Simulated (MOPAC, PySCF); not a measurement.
C$_{3}$H$_{4}$O$_{2}$, SMILES `C=CC(=O)O` (C–C–C–O torsion 180°, O–C–O–H torsion 0°), neutral singlet in the gas phase. 

Cartesian coordinates (Å):
SMILES: C=CC(=O)O
```xyz
9

C     -1.3856    -0.4215     0.2117
C     -0.5398     0.4186    -0.3745
C      0.9270     0.3729    -0.2125
O      1.6866     1.1414    -0.7501
O      1.3567    -0.6202     0.6029
H     -1.0356    -1.2123     0.8613
H     -2.4531    -0.3383     0.0545
H     -0.8793     1.2125    -1.0264
H      2.3230    -0.5531     0.6331
```
Charge 0, spin multiplicity 1.

All levels are single points at this geometry (B3LYP-D3(BJ)/def2-TZVP); Pople sets use spherical d functions. Orbital energies aren't observables, and empty levels follow the basis.

| level | HOMO (eV) | LUMO (eV) | gap (eV) | dipole (D) | vertical IE, Delta-SCF (eV) |
|---|---|---|---|---|---|
| PBE-D3(BJ)/def2-TZVP in PySCF | -6.51 | -2.54 | 3.97 | 2.03 | – |
| TPSSh-D3(BJ)/def2-TZVP in PySCF | -7.26 | -1.99 | 5.27 | 2.11 | 10.34 |
| B3LYP/3-21G in PySCF | -7.29 | -1.15 | 6.14 | 1.70 | – |
| B3LYP/6-311+G** in PySCF | -8.07 | -1.90 | 6.16 | 2.20 | – |
| B3LYP/6-31G* in PySCF | -7.52 | -1.31 | 6.21 | 1.97 | 10.28 |
| BP86/6-31G* in PySCF | -6.18 | -2.18 | 4.01 | 1.87 | – |
| M06-2X/6-31G* in PySCF | -9.47 | -0.19 | 9.28 | 1.98 | – |
| PBE/6-31G* in PySCF | -6.05 | -2.07 | 3.98 | 1.85 | – |
| SVWN5/6-31G* in PySCF | -6.23 | -2.29 | 3.94 | 1.86 | – |
| HF/3-21G in PySCF | -10.86 | 2.81 | 13.67 | 2.19 | – |
| HF/6-31G* in PySCF | -10.83 | 2.81 | 13.65 | 2.44 | – |
| AM1 in MOPAC | -11.15 | 0.02 | 11.17 | 2.12 | – |
| PM3 in MOPAC | -11.09 | -0.12 | 10.96 | 2.09 | – |
